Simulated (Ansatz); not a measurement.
`B[Se][GeH2][NH2]` → B• + Ge• + 6 H• + N• + Se•  (atomization)

Computed with Ansatz on PBE0-D4/def2-TZVP structures; ΔE is electronic, products minus reactants. CCSD(T)/CBS is the MP2 limit (def2-TZVPP, def2-QZVPP) plus CCSD(T) − MP2 in def2-TZVPP, frozen cores. This one scheme is used for every species, atoms too. For atomizations the MP2-based limit and the directly extrapolated one differ by several kJ/mol either way, and by 10 to 25 for some Ge, Se and Sn compounds, so smaller differences from it don't rank the levels. Open shells (•) are unrestricted, without spin–orbit coupling. Spin–orbit coupling would lower the free atoms: a little for B; clearly for Ge, Se. For Ge, Se outer-core shells are correlated without core-valence functions, so the limit isn't a true one: a few kJ/mol of doubt a bond, and 10 to 20 or more in all where bonds break to atoms. Scalar relativity is left out up to krypton. One conformer a species, not always the lowest.

`B[Se][GeH2][NH2]`:

Z-matrix (Å, degrees):
```
Ge
Se 1 2.400
N 1 1.825 2 115.6
H 1 1.534 2 106.5 3 -119.9
H 1 1.534 2 106.5 3 119.9
B 2 1.898 1 101.1 3 0.9
H 3 1.011 1 114.4 2 -63.1
H 3 1.011 1 114.4 2 62.8
H 6 1.192 2 121.9 1 -0.1
H 6 1.192 2 116.1 1 180.0
```

| species | MP2/def2-QZVPP energy (Eh) |
| --- | --- |
| `B[Se][GeH2][NH2]` | -4559.45298 |
| B• | -24.57979 |
| Ge• | -2075.80614 |
| H• | -0.49998 |
| N• | -54.50773 |
| Se• | -2400.38732 |

Question: Work out ΔE.

Answer: ΔE = 6 × (-0.49998) + (-24.57979) + (-2075.80614) + (-54.50773) + (-2400.38732) − (-4559.45298) = 1.17212 Eh = +735.5 kcal/mol. CCSD(T)/CBS gives +739.5 kcal/mol.

Largest T1 diagnostic among the species: 0.014.

The D4 term adds +8.8 kcal/mol with B3LYP and +4.6 kcal/mol with PBE0; it sums over pairs of atoms, weighted by their polarisabilities, and B3LYP, whose exchange is more repulsive, gets the larger term. Leaving LDA and LC-ωPBE aside and taking each functional with its dispersion term where it has one, the values, not all of them listed here, spread over 25.0 kcal/mol, from BHLYP-D4 to PBE-D4. LDA lies +100.8 kcal/mol from PBE without D4, its usual overbinding.

B3LYP here is the variant with VWN-RPA as its local correlation; programs differ in this.
